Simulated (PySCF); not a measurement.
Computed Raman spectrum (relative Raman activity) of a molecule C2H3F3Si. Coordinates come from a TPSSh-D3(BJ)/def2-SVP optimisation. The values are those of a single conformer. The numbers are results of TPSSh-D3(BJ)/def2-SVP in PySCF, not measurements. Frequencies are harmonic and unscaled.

Lines under 2 % of the strongest are left out, and lines within 2 cm⁻¹ are merged.

| ν (cm⁻¹) | relative intensity |
|---|---|
| 80 | 5.7 |
| 189 | 2.9 |
| 551 | 2.4 |
| 677 | 5.6 |
| 1288 | 6.9 |
| 1436 | 13 |
| 1668 | 9.7 |
| 3132 | 61 |
| 3155 | 100 |
| 3229 | 52 |

### Question
Pick the molecule that these values belong to.
A) F/C=C(/F)[SiH2]F
B) C=C[Si](F)(F)F
C) C=C(F)[SiH](F)F
D) F[SiH2]C=C(F)F

### Answer
B, C=C[Si](F)(F)F
